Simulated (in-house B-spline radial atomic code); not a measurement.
Successive ionisation energies of gadolinium; each step leads to the configuration of the next row (after the last: bare). NIST's values go from ground level to ground level; the uncertainty of those that are theory runs from under 0.1 % in few-electron ions to several per cent in heavy many-electron ones. Computed with a B-spline radial code for spherical atoms: non-relativistic Hartree-Fock, average of the configuration, point nuclei.

This level leaves out relativity, spin-orbit splitting included, which matters for heavy ions.

| ion | configuration | ionisation energy (eV) | tabulated value (eV) | computed minus tabulated (eV) | highest orbital | largest mean radius (bohr) |
| --- | --- | --- | --- | --- | --- | --- |
| Gd58+ | [He] 2s2 2p2 | 12336.4 | 13183 | -847 | 2p | 0.096948 |
| Gd59+ | [He] 2s2 2p1 | 12627.3 | 13521 | -894 | 2p | 0.096487 |
| Gd60+ | [He] 2s2 | ? | ? | ? | ? | ? |
| Gd61+ | [He] 2s1 | ? | ? | ? | ? | ? |
| Gd62+ | 1s2 | 54643.5 | 57783.91 | -3140 | 1s | 0.023576 |
| Gd63+ | 1s1 | 55728.9 | 59065.54 | -3337 | 1s | 0.023438 |

Question: Fill in the row of Gd60+.

Answer: ionisation energy (eV): 12989.8; tabulated value (eV): 13943; computed minus tabulated (eV): -953; highest orbital: 2s; largest mean radius (bohr): 0.096031.

Question: Fill in the row of Gd61+.

Answer: ionisation energy (eV): 13246.1; tabulated value (eV): 14224.57; computed minus tabulated (eV): -978; highest orbital: 2s; largest mean radius (bohr): 0.095609.

Question: Where is the largest jump?

Answer: From Gd61+ to Gd62+, by a factor of 4.13 (13246 to 54643 eV); the highest orbital goes from 2s to 1s.
